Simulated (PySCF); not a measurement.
Radial density of Nd⁺ (neodymium, charge +1)

r2SCAN, [Xe] 4f3 5d1 6s1, one real determinant (an excited configuration). All numbers are calculated (PySCF 2.14, the spin-free X2C one-electron Hamiltonian (Gaussian nucleus), in x2c-TZVPPall).

| r (bohr) | 4πr²ρ (e/bohr) | 4πr²(ρα − ρβ) |
| --- | --- | --- |
| 0.0271 | 70.46 | 0.0009 |
| 0.0457 | 81.54 | 0.0062 |
| 0.0768 | 104.1 | 0.0146 |
| 0.129 | 77.09 | 0.0499 |
| 0.217 | 90.22 | 0.3526 |
| 0.365 | 37.24 | 1.6526 |
| 0.615 | 39.78 | 3.1685 |
| 1.03 | 13.44 | 2.2436 |
| 1.74 | 6.512 | 0.9130 |
| 2.93 | 1.166 | 0.6249 |
| 4.92 | 0.2521 | 0.2498 |
| 8.28 | 0.003341 | 0.0033 |

Densities and radii are taken from the X2C orbitals without a picture-change correction, which distorts them close to the nucleus.

⟨L²⟩ = 40.03 against 72 for a pure L term, so this real determinant mixes terms. Spin-orbit coupling, absent here, splits the open shell strongly.
